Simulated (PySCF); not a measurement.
# Bond lengths and vibrations by method: BClH3OSi cation

All numbers below are calculated, not measured. The program is PySCF 2.14.0, an open-source quantum chemistry code, run on an isolated molecule that a program drew, which may never have been made. The molecule is BClH3OSi cation (charge +1, singlet), drawn as the SMILES string `BO[SiH+]Cl`.

The geometry was optimised and harmonic frequencies were computed with HF and MP2, all in the cc-pV(D+d)Z basis, for the commonest isotopes, with a restricted reference for singlets and an unrestricted one otherwise, and a frozen core in MP2. Each result is a local minimum of its method.

Geometry at the HF minimum:
```xyz
7
BClH3OSi cation, angstrom
B    -0.0356    1.6614   -1.8177
O    -0.5860    1.4340   -0.5347
Si   -1.0807    1.1224    0.8906
Cl    0.0208    0.0916    2.1294
H     0.6141    2.6452   -1.9414
H    -0.2815    0.8479   -2.6442
H    -2.3814    1.6046    1.3090
```

Lengths of the bonds as drawn, in Å (atoms numbered as above):
| bond | HF | MP2 |
|---|---|---|
| B1-O2 | 1.414 | 1.425 |
| O2-Si3 | 1.541 | 1.568 |
| Si3-Cl4 | 1.952 | 1.958 |
| B1-H5 | 1.185 | 1.193 |
| B1-H6 | 1.185 | 1.193 |
| Si3-H7 | 1.449 | 1.457 |

Rotational constants, in GHz:
```
constant     HF    MP2
       A  15.56  14.97
       B    2.3  2.274
       C  2.041  2.011
```

Harmonic frequencies in cm^-1, each column in rising order, so a row needn't be the same motion in every method:
```
rank    HF   MP2
   1    87    70
   2   130   119
   3   177   202
   4   297   273
   5   610   561
   6   645   628
   7   797     ?
   8   912   870
   9  1037   987
  10  1119  1072
  11  1317  1261
  12  1368  1299
  13  2502  2429
  14  2776  2712
  15  2911  2858
```

**Estimate the missing MP2 frequency from the HF column.**

A single factor s that minimises the squared misfit of MP2 against s times HF over the other rows is sum(HF x MP2) / sum(HF^2) = 0.9711, with an rms misfit of 20 cm^-1. For rank 7 it gives 0.9711 x 797 = 774 cm^-1. The calculation gives 764 cm^-1, 10 cm^-1 below the estimate. The drawn bonds are on average 0.8 % longer in MP2 than in HF.
